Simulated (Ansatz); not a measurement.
Ansatz (an electronic-structure program) input:

Ansatz 0.2 input:
```yaml
crystal:
  periodic: [false, false, false]
  atoms:
    - {symbol: C, position_ang: [-2.70349600, -0.42430344, 0.12072105]}
    - {symbol: Sn, position_ang: [-0.58265597, -0.09144564, 0.02601773]}
    - {symbol: I, position_ang: [0.53980891, -1.71595707, -1.81731220]}
    - {symbol: I, position_ang: [-0.06539195, 2.47130838, -0.65336417]}
    - {symbol: I, position_ang: [0.55315964, -0.59407706, 2.42479129]}
    - {symbol: H, position_ang: [-2.86945045, -1.46312114, 0.39597233]}
    - {symbol: H, position_ang: [-3.11644328, 0.24577358, 0.87099945]}
    - {symbol: H, position_ang: [-3.12189194, -0.21208485, -0.86027562]}
basis:
  gaussian:
    orbitals: def2-TZVPD
hamiltonian:
  xc: {name: wB97M-V}
magnetization: {spin_polarized: true, initial_magnetization: 2}
```

Question: Predict the final energy.

Answer: -1147.24392 Eh (wB97M-V/def2-TZVPD). The basis has 297 functions.

This state (charge 0, triplet) is run at the relaxed geometry of the species with charge 0 and multiplicity 1, and is a spin state other than that species' own.
